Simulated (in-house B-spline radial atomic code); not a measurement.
## Ce V (Ce4+): [Kr] 4d10 4f1 5s1 5p6 (with a hole in an inner shell)

All numbers are computed (Dirac-Hartree-Fock, average of configuration; Fermi nucleus of rms radius 4.8771 fm) with a B-spline radial code for spherical atoms, not measured.

Effective charges: Z_r = [3n² - l(l+1)]/(2<r>) from the radius, Z_e = n√(-2ε) from the energy, and Slater's rules. Values are occupation-weighted means over j. An effective charge above Z reflects the relativistic contraction of the inner shells.

```json
{"shell": "1s", "electrons": "2", "ε (eV)": "-40719", "<r> (bohr)": "0.02457", "Z_r": "61.05", "Z_e": "54.71", "Slater": "57.70"}
{"shell": "2s", "electrons": "2", "ε (eV)": "-6661.3", "<r> (bohr)": "0.1046", "Z_r": "57.35", "Z_e": "44.25", "Slater": "53.85"}
{"shell": "2p", "electrons": "6", "ε (eV)": "-5976.2", "<r> (bohr)": "0.09215", "Z_r": "54.26", "Z_e": "41.92", "Slater": "53.85"}
{"shell": "3s", "electrons": "2", "ε (eV)": "-1512", "<r> (bohr)": "0.2771", "Z_r": "48.72", "Z_e": "31.63", "Slater": "46.75"}
{"shell": "3p", "electrons": "6", "ε (eV)": "-1287.6", "<r> (bohr)": "0.2752", "Z_r": "45.42", "Z_e": "29.18", "Slater": "46.75"}
{"shell": "3d", "electrons": "10", "ε (eV)": "-962.19", "<r> (bohr)": "0.2529", "Z_r": "41.53", "Z_e": "25.23", "Slater": "36.85"}
{"shell": "4s", "electrons": "2", "ε (eV)": "-357.04", "<r> (bohr)": "0.6375", "Z_r": "37.65", "Z_e": "20.49", "Slater": "30.25"}
{"shell": "4p", "electrons": "6", "ε (eV)": "-280.85", "<r> (bohr)": "0.6726", "Z_r": "34.20", "Z_e": "18.17", "Slater": "30.25"}
{"shell": "4d", "electrons": "10", "ε (eV)": "-166.01", "<r> (bohr)": "0.7431", "Z_r": "28.26", "Z_e": "13.97", "Slater": "18.85"}
{"shell": "5s", "electrons": "1", "ε (eV)": "-88.608", "<r> (bohr)": "1.491", "Z_r": "25.14", "Z_e": "12.76", "Slater": "11.75"}
{"shell": "5p", "electrons": "6", "ε (eV)": "-63.938", "<r> (bohr)": "1.681", "Z_r": "21.71", "Z_e": "10.84", "Slater": "11.75"}
{"shell": "4f", "electrons": "1", "ε (eV)": "-53.362", "<r> (bohr)": "0.9803", "Z_r": "18.36", "Z_e": "7.92", "Slater": "12.00"}
```

The least bound orbital is 4f7/2 at -53.23 eV, while the most diffuse is 5p3/2 (<r> = 1.702 bohr against 0.9829 bohr): energy order and size order differ. The part-filled 5s shell lies below the filled 5p shell in orbital energy.

Spin-orbit splittings of the orbital energies (j = l + 1/2 above j = l - 1/2 when positive): 2p 448.1 eV, 3p 90.15 eV, 3d 19.08 eV, 4p 19.53 eV, 4d 3.466 eV, 5p 3.246 eV, 4f 0.3034 eV.

For the 1s electron the small component carries 4.61 % of the norm, the zero-frequency Breit interaction raises the level by 109.6 eV, self-energy by 63.98 eV, and vacuum polarisation lowers it by 9.53 eV.
